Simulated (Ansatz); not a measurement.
`FC(F)=CC(F)F` + HCl → `FC(F)=CCl` + difluoromethane at 400 K and 1 bar (substitution at a C–C bond).

Computed with Ansatz on PBE0-D4/def2-TZVP structures; ΔE is electronic, products minus reactants. CBS: MP2 limit from def2 TZ/QZ plus the TZ coupled-cluster correction, frozen cores. This one scheme is used for every species. One conformer a species, not always the lowest.

| species | CCSD(T)/CBS energy (Eh) | H − E (kJ/mol) | S (J/(mol·K)) |
| --- | --- | --- | --- |
| `FC(F)=CC(F)F` | -514.48665 | 163.8 | 374.6 |
| HCl | -460.38127 | 29.6 | 195.4 |
| `FC(F)=CCl` | -736.01906 | 96.9 | 324.8 |
| `FCF` | -238.82660 | 101.8 | 260.0 |

H − E and S are ideal-gas, rigid-rotor, harmonic terms from PBE0-D4/def2-TZVP, for one conformer and one mirror image of each species. 1 Eh = 2625.50 kJ/mol, R = 8.31446 J/(mol·K).

Problem. By hand: ΔE, ΔH, ΔS and ΔG.

Solution. ΔE = (-736.01906) + (-238.82660) − (-514.48665) − (-460.38127) = 0.02226 Eh = 58.4 kJ/mol. Δ(H − E) = 96.9 + 101.8 − 163.8 − 29.6 = 5.3, so ΔH = 63.7 kJ/mol. ΔS = 324.8 + 260.0 − 374.6 − 195.4 = 14.8 J/(mol·K). ΔG = 63.7 − 400 × (14.8)/1000 = 57.8 kJ/mol.

Problem. By hand: the equilibrium constant, and the temperature at which ΔG would vanish if ΔH and ΔS stayed fixed.

Solution. log₁₀ K = −ΔG/(RT ln 10) = -7.5. ΔG = 0 at ΔH/ΔS = 4304 K, far beyond where these terms or the molecules hold.

The number of gas molecules stays the same, so ΔS is small and ΔH decides. A doubt of 5 kJ/mol in ΔE shifts log₁₀ K by 0.7 here. Other conformers and mirror images would add mixing entropy, several J/(mol·K) or more a flexible species. Modes under 60 cm⁻¹, often nearly free rotors, make the harmonic entropy too high. These are equilibria of isolated gas molecules and say nothing of rates. Largest T1 diagnostic: 0.012 (customary marks: 0.02 for closed shells, 0.045 for open ones).
